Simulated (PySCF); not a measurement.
## C₆ coefficients of unlike pairs at UHF

Calculated with PySCF 2.14 from the dipole response of each species, C₆(A,B) = (3/π) ∫ α_A(iu) α_B(iu) du, in atomic units, from isotropic polarisabilities. For ions this is the dispersion term alone; charge-induced terms of lower order in 1/R come first.

```
species           configuration                                                                         basis      relativity  α (bohr³)  C₆ (like pair)
   Cr²⁺           [Ar] 3d4 (5D)                                                aug-cc-pwCVTZ-DK (10s9p7d4f3g)   spin-free X2C      3.670           10.96
    Te⁺  [Kr] 4d10 5s2 5p3 (4S)  x2c-TZVPPall with one added diffuse shell each of s, p, d, f type (9s7p5d3f)   spin-free X2C      22.25           191.0
      V       [Ar] 3d3 4s2 (4F)                                                aug-cc-pwCVTZ-DK (10s9p7d4f3g)   spin-free X2C      126.2            1393
     Sb  [Kr] 4d10 5s2 5p3 (4S)            def2-TZVPPD with the def2 core potential (28 electrons) (7s5p4d2f)  core potential      44.19           488.4
```

Problem. Estimate C₆ for Sb with Cr²⁺.

Solution. The integral gives 63.08. The combination rule 2 C_A C_B / (C_A α_B/α_A + C_B α_A/α_B) gives 62.04 and the geometric mean 73.15.

No spin-orbit coupling is included.

The other pairs:

| pair | C₆ |
| --- | --- |
| Sb, Te⁺ | 299.9 |
| Te⁺, Cr²⁺ | 42.69 |
| V, Te⁺ | 430.2 |
| V, Cr²⁺ | 81.81 |
| Sb, V | 754.2 |
